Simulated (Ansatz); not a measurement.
GaH7NPSi, SMILES `[SiH3]P[NH][GaH2]`. The species carries charge 0 and has multiplicity 1. The geometry is a stationary point of PBE0-D4/def2-TZVP. It is one conformer, not always the lowest.

```xyz
11

Si   -1.684   -0.211    0.870
P    -0.458   -1.333   -0.662
N     0.552   -0.072   -1.246
Ga    1.887    0.878   -0.414
H    -0.834    0.729    1.656
H    -2.712    0.589    0.152
H    -2.365   -1.158    1.796
H     0.398   -1.922    0.311
H     0.423    0.070   -2.237
H     2.138    0.529    1.083
H     2.655    1.901   -1.310
```

**Question.** What is the dipole moment at r2SCAN/def2-TZVPP? (Best estimate.)

**Answer.** The calculation gave: 1.03 D, with components (0.74, 0.56, -0.43) D in this frame, pointing from negative to positive charge.

**Question.** And with PBE, B3LYP, ωB97M-V? (Estimate.)

**Answer.** Computed: PBE 0.96 D, B3LYP 0.98 D, ωB97M-V 1.05 D.

**Question.** Give the Mulliken charges with r2SCAN, PBE, B3LYP in def2-TZVPP. (Estimate.)

**Answer.** Ansatz gave: 
| atom | r2SCAN | PBE | B3LYP |
| --- | --- | --- | --- |
| Si1 | 0.25 | 0.17 | 0.23 |
| P2 | 0.02 | -0.02 | 0.03 |
| N3 | -0.37 | -0.27 | -0.34 |
| Ga4 | 0.24 | 0.14 | 0.21 |
| H5 | -0.07 | -0.05 | -0.06 |
| H6 | -0.07 | -0.05 | -0.06 |
| H7 | -0.07 | -0.05 | -0.07 |
| H8 | 0.00 | 0.03 | 0.01 |
| H9 | 0.16 | 0.15 | 0.14 |
| H10 | -0.04 | -0.02 | -0.04 |
| H11 | -0.06 | -0.03 | -0.05 |

B3LYP here is the variant with VWN-RPA as its local correlation; programs differ in this.
